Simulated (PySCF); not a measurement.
Coordinates in bohr (charge 0 multiplicity 1):
```
Sc    0.0000    0.0000    0.0000
I     4.9747    0.0000    0.0000
I    -2.4873    4.3083    0.0000
I    -2.4874   -4.3082    0.0000
```

Level of theory: PBE0 in PySCF with Sc def2-SVP, I def2-SVP with ECP28; scalar-relativistic core potentials, no spin–orbit coupling; density-fitted integrals.

This geometry of ScI₃ is a stationary point at this level.

What is the point group?

D3h.

Is it a minimum?

Yes: all harmonic wavenumbers are real, though the softest, 42 cm⁻¹, leaves little margin.

Which band is strongest in the infrared?

335 cm⁻¹ (e'), 227 km/mol.

What is the atomisation energy, with and without zero-point energy?

1077 kJ/mol without, 1071 kJ/mol with.

Other isomers or separated fragments may lie lower.
